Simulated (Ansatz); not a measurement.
`CCB(F)F`, relaxed with RKS PBE-D4/def2-SVP in Ansatz 0.2.0 from a rough embedded geometry. The force threshold is 0.03 eV/Å; the program also tests the step.

The species carries charge 0 and has multiplicity 1.

Start:

```xyz
10

C    -0.693    0.469    0.822
C    -0.255    0.170   -0.545
B     1.035   -0.734   -0.541
F     1.053   -2.073   -0.035
F     2.248   -0.272   -1.219
H    -1.562    1.147    0.866
H    -0.908   -0.442    1.414
H     0.168    1.043    1.383
H    -0.015    1.075   -1.081
H    -1.072   -0.384   -1.064
```

(1) By how much does the energy fall, and how many steps does the optimiser take? (Best estimate.)

(2) Which bonds change most? (Estimate.)

(3) Give the relaxed structure. (An estimate is asked.)

Answers

(1) Ansatz gave: 69.27 kJ/mol, in 25 steps, 6 of them rejected.

(2) The calculation gave: B3–F5 from 1.465 to 1.336 Å; B3–F4 from 1.432 to 1.336 Å; C1–H8 from 1.177 to 1.109 Å; C1–C2 from 1.467 to 1.532 Å.

(3) The calculation gave: 
```xyz
10

C    -0.760    0.406    0.876
C    -0.140    0.237   -0.515
B     1.088   -0.734   -0.607
F     1.561   -1.398    0.451
F     1.724   -0.949   -1.762
H    -1.623    1.103    0.862
H    -1.120   -0.561    1.280
H    -0.024    0.805    1.603
H     0.187    1.216   -0.936
H    -0.893   -0.125   -1.252
```
